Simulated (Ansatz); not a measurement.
```csv
atom,x (Å),y (Å),z (Å)
C,0.0000,0.0000,-0.6091
C,0.0000,0.0000,0.6091
```

Basis set: cc-pVTZ (spherical functions). Left uncorrelated: 2 orbitals. Charge 0, multiplicity 1.

Computed with Ansatz (development build ahead of 0.2.0); the reference of a correlated method needn't be the lowest determinant of its kind. Restricted open shells among the atoms or ions are ROHF, correlated in semicanonical orbitals with singles.

Give the atomization energy at this shape (free ground-state atoms in the same class of orbitals less the molecule, no zero-point energy) of singlet C2 by RHF-CCSD(T), UHF-BCCD(T), UHF-CCSD(T).

| method | atomization energy |
| --- | --- |
| RHF-CCSD(T) | 578.1 kJ/mol |
| UHF-BCCD(T) | 558.4 kJ/mol |
| UHF-CCSD(T) | 542.7 kJ/mol |

Caution for RHF-CCSD(T): an unrestricted determinant lies well below; other determinants can give a lower correlated total; the amplitudes may be one of several solutions. Caution for UHF-BCCD(T), UHF-CCSD(T): another reference gives a lower total; the program doubts this total; the unrestricted determinant is spin contaminated.
